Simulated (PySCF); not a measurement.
boron oxyfluoride (BFO), SMILES O=BF. Atoms are numbered in the order given.

```xyz
3

F      0.0000     0.0000     1.1962
B      0.0000     0.0000    -0.0860
O      0.0000     0.0000    -1.2920
```
Charge 0, spin multiplicity 1.

The structure is a stationary point at PBE0-D3(BJ)/def2-TZVP.

Two levels are set side by side: PBE/pcSseg-2 (PySCF) and KT2/pcSseg-2 (PySCF). GIAO shifts against BF3 (¹¹B), CFCl3 (¹⁹F), H2O (¹⁷O) at the same level; non-relativistic, no solvent, atoms listed together averaged. Differences are taken from unrounded values.

```
quantity               KT2     PBE  PBE minus KT2
------------------  ------  ------  -------------
δ(¹⁹F) of F1 (ppm)  -253.6  -247.2            6.3
δ(¹¹B) of B2 (ppm)    -7.8    -7.5            0.3
δ(¹⁷O) of O3 (ppm)   120.9   136.5           15.6
```

Rough cost on one machine, each run with all the roots and properties that it gave: KT2 against PBE within a factor of 2.
